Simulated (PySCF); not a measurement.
A GIAO shielding run with PySCF 2.14 (density fitting, non-relativistic, gas phase) on SMILES C=C(C)[SiH2]C[SiH2]N[SiH3], C4H15NSi3:

```
$ OMP_NUM_THREADS=1 python probes_run.py task.json out

{"job": {"kind": "nmr", "xc": "PBE0", "basis": "pcSseg-1"}, "charge": 0, "multiplicity": 1}
C     -3.253622    -0.078700     0.956008
C     -2.688149    -0.088896    -0.243509
C     -3.511940     0.090176    -1.482487
Si    -0.830245    -0.327969    -0.515965
C      0.086445    -0.464744     1.135723
Si     1.955129    -0.739063     0.998530
N      2.615768     0.605407     0.136437
Si     4.266788     0.896617    -0.285786
H     -4.317270     0.057376     1.091855
H     -2.679834    -0.204389     1.858976
H     -4.567560     0.216482    -1.248315
H     -3.397382    -0.773972    -2.135192
H     -3.168096     0.962368    -2.036469
H     -0.348658     0.828821    -1.293075
H     -0.629646    -1.543698    -1.319515
H     -0.099329     0.431992     1.726637
H     -0.329477    -1.294289     1.705213
H      2.252115    -1.984077     0.279333
H      2.573052    -0.802412     2.331512
H      1.951076     1.294760    -0.170238
H      4.270941     2.153056    -1.036411
H      4.768901    -0.211727    -1.101646
H      5.076241     1.003864     0.931401
```

Hardware: 1 thread of an Arm Neoverse N1, shared host. The job also computes population analyses, field gradients.

Task: How large is the calculation?

Result: 88 electrons, 232 basis functions and 1269 auxiliary functions.

Task: How long does it take, and how much memory does it need?

Result: 93 s of wall time, with 13 SCF cycles and 4 response iterations; peak memory 1.1 GiB. Times on a shared host scatter by some tens of per cent.
